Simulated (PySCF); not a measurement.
**Energy of Ru(2+) (ruthenium, charge +2) between two integer charges**

The 4d beta orbital of [Kr] 4d6 is emptied in steps (occupation f), with all orbitals relaxed, ending at [Kr] 4d5. Computed with PySCF 2.14 in def2-SVP with the def2 core potential (28 electrons) (5s3p2d1f, 31 functions), with scalar relativity through the core potential. The exact energy is a straight line in f; departures are measured from the line between the end points of the same method.

| f | M06-2X (eV) |
| --- | --- |
| 1 | 0.000 |
| 0.75 | -0.571 |
| 0.5 | -0.791 |
| 0.25 | -0.622 |
| 0 | 0.000 |

```json
{"method": "M06-2X", "E(f=0) − E(f=1) (eV)": "29.030", "−ε at f=1 (eV)": "26.089", "−ε at f=0.5 (eV)": "28.895"}
```

Orbital energy along the path (eV):

```
   f   M06-2X
   1  -26.089
0.75  -27.425
 0.5  -28.895
0.25  -30.559
   0  -32.395
```

Reference removal energy between the ground levels: 28.47 eV (semi-empirical (NIST evaluation); NIST Atomic Spectra Database, ionization energies). The calculation has no spin-orbit coupling. The determinant left behind need not be the lowest term of the ion.
